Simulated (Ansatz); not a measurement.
Ansatz (a first-principles code) input (CCSD(T)/def2-TZVPPD):
A basis named .json is the Basis Set Exchange file of that set.

Ansatz 0.2 input:
```yaml
crystal:
  periodic: [false, false, false]
  atoms:
    - {symbol: Mg, position_ang: [-0.00000000, -0.00000000, -0.75868323]}
    - {symbol: F, position_ang: [0.00000000, 0.00000000, 1.01157765]}
basis:
  gaussian:
    orbitals: def2-TZVPPD.json
total_charge: -1
magnetization: {spin_polarized: false}
correlation: {method: ccsd_t, electrons: outside_noble_gas}
```

End of the output:

```
integrals: 0.05 GiB planned
567 factors; integrals over basis functions are off by at most 1.1e-3 eV
mean field: 0.12 GiB planned
mean field evaluation 1: about -8139.0117 eV, gradient 3.0e1 eV
mean field evaluation 2: about -8139.0154 eV, gradient 3.0e1 eV
mean field evaluation 4: about -8140.4602 eV, gradient 1.7e0 eV
mean field evaluation 8: about -8140.4763 eV, gradient 7.7e-2 eV
mean field evaluation 16: about -8139.8030 eV, gradient 2.4e1 eV
mean field evaluation 32: about -8135.6321 eV, gradient 3.9e-2 eV
mean field evaluation 64: about -8131.9805 eV, gradient 4.6e1 eV
mean field evaluation 96: about -8131.5226 eV, gradient 1.4e0 eV
mean field -8140.47640915 eV, -299.1569902233 hartree, gradient 2.1e-6 eV, S^2 0.000000; 2 other end points of the search recorded, 0 dependent functions left out; unrestricted orbitals would lower it
6 core orbitals not correlated
reference -8140.47640915 eV, -299.1569902233 hartree; 5, 5 occupied and 64, 64 virtual orbitals, 567 factors
second order -8.20644259 eV of doubles, -0.00000000 eV of singles
coupled cluster: 0.14 GiB planned
cycle   1  -8.11097224 eV  change    9.5e-2 eV  update   9.5e-2
cycle   2  -8.35452024 eV  change   -2.4e-1 eV  update   4.0e-2
cycle   3  -8.43458098 eV  change   -8.0e-2 eV  update   2.4e-2
cycle   4  -8.41748882 eV  change    1.7e-2 eV  update   5.6e-3
cycle   5  -8.41636311 eV  change    1.1e-3 eV  update   2.6e-3
cycle   6  -8.41862076 eV  change   -2.3e-3 eV  update   1.1e-3
cycle   7  -8.41825968 eV  change    3.6e-4 eV  update   4.1e-4
cycle   8  -8.41797583 eV  change    2.8e-4 eV  update   1.5e-4
cycle   9  -8.41800045 eV  change   -2.5e-5 eV  update   6.1e-5
cycle  10  -8.41806029 eV  change   -6.0e-5 eV  update   2.4e-5
cycle  11  -8.41803622 eV  change    2.4e-5 eV  update   9.5e-6
cycle  12  -8.41803883 eV  change   -2.6e-6 eV  update   3.3e-6
perturbative correction -0.24912703 eV, -0.0091552495 hartree
Total energy: -8149.14357502 eV, -299.4755026940 hartree
```

This state (charge -1, singlet) is run at the relaxed geometry of the species with charge 0 and multiplicity 2.
